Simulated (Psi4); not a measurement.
H3S (SMILES [SH3+]), charge +1, singlet, geometry from GFN2-xTB; R2SCAN/6-311G** in Psi4 1.11.

The Psi4 input:
```
memory 2 GB

molecule {
1 1
  S     0.10558214   -0.00190789    0.04613646
  H    -0.31822157    0.99705449   -0.76565970
  H    -0.35082551   -0.98045104   -0.77282250
  H    -1.02026722    0.01392277    0.80029891
}

set basis 6-311g**
set scf_type pk
set puream true
set d_convergence 1e-8
set dft_radial_points 99
set dft_spherical_points 590

energy('r2scan')
print_variables()
```

It wrote (shortened):

```
   => Loading Basis Set <=

    Name: 6-311G**
    Role: ORBITAL
    Keyword: BASIS

         ---------------------------------------------------------
                                   SCF
               by Justin Turney, Rob Parrish, Andy Simmonett
                          and Daniel G. A. Smith
                              RKS Reference
         ---------------------------------------------------------

  ==> Geometry <==

    Molecular point group: c1
    Full point group: C1

    Geometry (in Angstrom), charge = 1, multiplicity = 1:

       Center              X                  Y                   Z               Mass
    ------------   -----------------  -----------------  -----------------  -----------------
         S            0.057771871716    -0.001043948458     0.025244699113    31.972071174400
         H           -0.366031838284     0.997918431542    -0.786551460887     1.007825032230
         H           -0.398635778284    -0.979587098458    -0.793714260887     1.007825032230
         H           -1.068077488284     0.014786711542     0.779407149113     1.007825032230

  Running in c1 symmetry.

  Rotational constants: A =      4.89693  B =      4.89693  C =      4.27614 [cm^-1]
  Rotational constants: A = 146806.17803  B = 146806.17788  C = 128195.53771 [MHz]
  Nuclear repulsion =   19.545770213153933

  Charge       = 1
  Multiplicity = 1
  Electrons    = 18
  Nalpha       = 9
  Nbeta        = 9

  ==> Algorithm <==

  SCF Algorithm Type is PK.
  DIIS enabled.
  MOM disabled.
  Fractional occupation disabled.
  Guess Type is SAD.
  Energy threshold   = 1.00e-06
  Density threshold  = 1.00e-08
  Integral threshold = 1.00e-12

  ==> Primary Basis <==

  Basis Set: 6-311G**
    Blend: 6-311G**
    Number of shells: 24
    Number of basis functions: 44
    Number of Cartesian functions: 45
    Spherical Harmonics?: true
    Max angular momentum: 2

  ==> DFT Potential <==

   => LibXC <=

    Version 7.1.2
    S. Lehtola, C. Steigemann, M. J. T. Oliveira, and M. A. L. Marques,  SoftwareX 7, 1–5 (2018) (10.1016/j.softx.2017.11.002)

   => Composite Functional: R2SCAN <=

    r2SCAN Meta-GGA XC Functional  (0.1021/acs.jpclett.0c02405)
    J. W. Furness, A. D. Kaplan, J. Ning, J. P. Perdew, J. Sun  J. Phys. Chem. Lett.  11, 8208–8215, 2020

    Deriv               =              1
    GGA                 =           TRUE
    Meta                =           TRUE

    Exchange Hybrid     =          FALSE
[...]
   @RKS iter   3:  -399.64563202612828   -8.41087e-03   7.97874e-04 ADIIS/DIIS
   @RKS iter   4:  -399.64633908020335   -7.07054e-04   6.02709e-05 DIIS
   @RKS iter   5:  -399.64634278721775   -3.70701e-06   2.13137e-05 DIIS
   @RKS iter   6:  -399.64634327911824   -4.91900e-07   7.67203e-07 DIIS
   @RKS iter   7:  -399.64634327981156   -6.93319e-10   5.97548e-08 DIIS
   @RKS iter   8:  -399.64634327981514   -3.58114e-12   1.86322e-09 DIIS
  Energy and wave function converged.

  ==> Post-Iterations <==

   Electrons on quadrature grid:
      Ntotal   =   17.9999998841 ; deviation = -1.159e-07

    Orbital Energies [Eh]
    ---------------------

    Doubly Occupied:

[...]
    Virtual:

[...]
    Final Occupation by Irrep:
              A
    DOCC [     9 ]
    NA   [     9 ]
    NB   [     9 ]

  @RKS Final Energy:  -399.64634327981514

   => Energetics <=

    Nuclear Repulsion Energy =             19.5457702131539328
    One-Electron Energy =                -584.1412583080970080
    Two-Electron Energy =                 191.4211782554559136
    DFT Exchange-Correlation Energy =     -26.4720334403279196
    Empirical Dispersion Energy =           0.0000000000000000
    VV10 Nonlocal Energy =                  0.0000000000000000
    Total Energy =                       -399.6463432798151416

Computation Completed

Properties will be evaluated at   0.000000,   0.000000,   0.000000 [a0]

Properties computed using the SCF density matrix

 Multipole Moments:

 ------------------------------------------------------------------------------------
     Multipole            Electronic (a.u.)      Nuclear  (a.u.)        Total (a.u.)
 ------------------------------------------------------------------------------------

 L = 1.  Multiply by 2.5417464519 to convert [e a0] to [Debye]
 Dipole X            :          0.9549778           -1.7166181           -0.7616402
 Dipole Y            :         -0.0172580            0.0310196            0.0137616
 Dipole Z            :          0.4172993           -0.7501143           -0.3328150
 Magnitude           :                                                    0.8312948

 ------------------------------------------------------------------------------------

  Variable Map:
  ----------------------------------------------------------------------------
[...]
  Array Variable Map:
  ----------------------------------------------------------------------------
[...]
[...]
```
